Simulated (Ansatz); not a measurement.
Start from `[OH][Ga]([F])[Cl]` and change one atom or group to get `[F][Ga]([Cl])[Cl]`.

Ansatz, PBE0-D4/def2-TZVP geometries, multiplicity 1. Each molecule was computed in one conformer, which needn't be the lowest.

Scalar relativity is left out up to krypton.

```json
{"property": "HOMO energy (PBE0/def2-TZVPP) / eV", "`[OH][Ga]([F])[Cl]`": "-9.65"}
{"property": "size of the dipole moment (B3LYP/def2-TZVPP) / D", "`[OH][Ga]([F])[Cl]`": "2.25"}
{"property": "size of the dipole moment (ωB97M-V/def2-TZVPP) / D", "`[OH][Ga]([F])[Cl]`": "2.22"}
{"property": "size of the dipole moment (PBE/def2-TZVPP) / D", "`[OH][Ga]([F])[Cl]`": "2.16"}
{"property": "HOMO energy (ωB97M-V/def2-TZVPP) / eV", "`[OH][Ga]([F])[Cl]`": "-11.96"}
{"property": "HOMO–LUMO gap (B3LYP/def2-TZVPP) / eV", "`[OH][Ga]([F])[Cl]`": "7.34"}
```

(1) Give the same properties after the change, and the shifts. (Estimate.)

Results:

(1) Ansatz gave: 
| property | `[F][Ga]([Cl])[Cl]` | shift |
| --- | --- | --- |
| HOMO energy (PBE0/def2-TZVPP) / eV | -9.73 | -0.08 |
| size of the dipole moment (B3LYP/def2-TZVPP) / D | 0.88 | -1.37 |
| size of the dipole moment (ωB97M-V/def2-TZVPP) / D | 0.85 | -1.37 |
| size of the dipole moment (PBE/def2-TZVPP) / D | 0.81 | -1.35 |
| HOMO energy (ωB97M-V/def2-TZVPP) / eV | -12.00 | -0.04 |
| HOMO–LUMO gap (B3LYP/def2-TZVPP) / eV | 7.07 | -0.27 |

With PBE0 the HOMO falls by 0.08 eV and the LUMO falls by 0.36 eV, so the gap narrows by about 0.28 eV. PBE moves the HOMO by -0.22 eV and ωB97M-V by -0.04 eV. The zero-point energy changes by -32.6 kJ/mol with -3 modes. Dipoles are sizes alone; their direction can turn.

B3LYP here is the variant with VWN-RPA as its local correlation; programs differ in this.
